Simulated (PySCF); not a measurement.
**Zr²⁺ (zirconium, charge +2) across methods**

[Kr] 4d1 5p1, one real determinant (an excited configuration). Calculation: PySCF 2.14, in def2-TZVPPD with the def2 core potential (28 electrons); scalar relativity through the core potential.

```json
{"method": "LC-wPBE", "E (hartree)": "-45.9365", "mean ε 4p β (eV)": "-56.482", "mean ε 4d α (eV)": "-25.836", "mean ε 5p α (eV)": "-16.179", "Σ⟨r²⟩ (bohr²)": "35.70", "⟨S²⟩": "2.001"}
{"method": "PBE0", "E (hartree)": "-45.9132", "mean ε 4p β (eV)": "-53.557", "mean ε 4d α (eV)": "-23.002", "mean ε 5p α (eV)": "-14.576", "Σ⟨r²⟩ (bohr²)": "35.73", "⟨S²⟩": "2.001"}
{"method": "wB97M-V", "E (hartree)": "-45.8485", "mean ε 4p β (eV)": "-56.125", "mean ε 4d α (eV)": "-25.162", "mean ε 5p α (eV)": "-15.672", "Σ⟨r²⟩ (bohr²)": "35.79", "⟨S²⟩": "2.000"}
{"method": "PBE", "E (hartree)": "-45.9226", "mean ε 4p β (eV)": "-51.350", "mean ε 4d α (eV)": "-21.558", "mean ε 5p α (eV)": "-14.090", "Σ⟨r²⟩ (bohr²)": "35.58", "⟨S²⟩": "2.000"}
{"method": "LDA", "E (hartree)": "-45.7670", "mean ε 4p β (eV)": "-51.263", "mean ε 4d α (eV)": "-21.417", "mean ε 5p α (eV)": "-14.077", "Σ⟨r²⟩ (bohr²)": "35.60", "⟨S²⟩": "2.000"}
{"method": "r2SCAN", "E (hartree)": "-45.9396", "mean ε 4p β (eV)": "-52.158", "mean ε 4d α (eV)": "-21.777", "mean ε 5p α (eV)": "-14.063", "Σ⟨r²⟩ (bohr²)": "35.69", "⟨S²⟩": "2.001"}
{"method": "revPBE", "E (hartree)": "-45.9631", "mean ε 4p β (eV)": "-51.370", "mean ε 4d α (eV)": "-21.555", "mean ε 5p α (eV)": "-14.083", "Σ⟨r²⟩ (bohr²)": "35.60", "⟨S²⟩": "2.001"}
{"method": "UHF", "E (hartree)": "-45.55045", "mean ε 4p β (eV)": "-58.990", "mean ε 4d α (eV)": "-26.628", "mean ε 5p α (eV)": "-15.598", "Σ⟨r²⟩ (bohr²)": "36.59", "⟨S²⟩": "2.002"}
```

(1) Estimate the same row for M06-2X.

⟨L²⟩ = 8.01 against 12 for a pure F term, so this real determinant mixes terms. Energies and moments cover only the electrons outside the core potential.

## Answers

(1) E (hartree) = -45.8309; mean ε 4p β (eV) = -55.397; mean ε 4d α (eV) = -24.149; mean ε 5p α (eV) = -15.089; Σ⟨r²⟩ (bohr²) = 35.66; ⟨S²⟩ = 2.000.
